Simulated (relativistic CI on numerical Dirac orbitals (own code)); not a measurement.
## Hyperfine structure of Eu XXXVIII, mass number 151

Method of calculation: Dirac-Coulomb-Breit CI, separate exchange-only KLI orbitals for each configuration, model QED (radiative potential, 1s self-energy scaled to tabulated hydrogen-like ionisation energies), unscaled Slater integrals (own radial code, finite nucleus).

Configuration list (outside the closed core [Ne]): 3s2 3p6 3d8, 3s2 3p5 3d9, 3s2 3p4 3d10, 3s 3p6 3d9, 3p6 3d10, 3s 3p5 3d10, 3s2 3p6 3d7 4s, 3s2 3p6 3d7 4p, 3s2 3p6 3d7 4d, 3s2 3p4 3d9 4s, 3s2 3p4 3d9 4p, 3s2 3p5 3d8 4s, 3s2 3p6 3d7 4f, 3s2 3p4 3d9 4d, 3s 3p5 3d9 4s, 3s2 3p5 3d8 4p. Levels of other configurations are missing.

Nuclear spin I = 5/2, μ = 3.4635 μN, Q = 0.903 b (tables of Stone and Pyykkö). The electronic factors are computed for point nuclear moments, without core polarisation or the Bohr-Weisskopf and QED corrections.

| Level | E (eV) | A (MHz) | B (MHz) |
| --- | --- | --- | --- |
| 3s2 3p6 3d8 3F_4 | 0.000 | 29090 | -25000 |
| 3s2 3p6 3d8 1D_2 | 7.253 | 30500 | 20800 |
| 3s2 3p6 3d8 3F_3 | 28.705 | 42160 | -13800 |
| 3s2 3p6 3d8 3P_2 | 36.077 | 34330 | 6580 |
| 3s2 3p6 3d8 3P_1 | 40.301 | -3592 | -14000 |
| 3s2 3p6 3d8 1G_4 | 41.452 | 46170 | -75800 |
| 3s2 3p6 3d8 3F_2 | 63.109 | 71170 | 5340 |
| 3s2 3p5 3d9 3F°_4 | 317.984 | 72650 | -220000 |

Levels with J = 0, under 50 % of one LS term, or S terms without an open s electron are left out. Small factors come from cancelling terms and can be off by tens of per cent or more.

At this charge energies of transitions that change n are usually good to better than 1 %, and those within a shell (Δn = 0) to a few per cent. Terms inside the open d or f shell come out 10 to 20 % too wide with unscaled integrals.

Q: Give the hyperfine levels of 3s2 3p6 3d8 3F_4 relative to its centre of gravity.

A: With K = F(F + 1) − I(I + 1) − J(J + 1), E = AK/2 + B[¾K(K + 1) − I(I + 1)J(J + 1)]/[2I(2I − 1)J(2J − 1)]: F = 3/2: -375900, F = 5/2: -295800, F = 7/2: -186500, F = 9/2: -50780, F = 11/2: 107700, F = 13/2: 284700 MHz.

LS names give the leading component of a level, which can be under half, so a name can repeat, a term be missing and a line seem to break the LS rules.
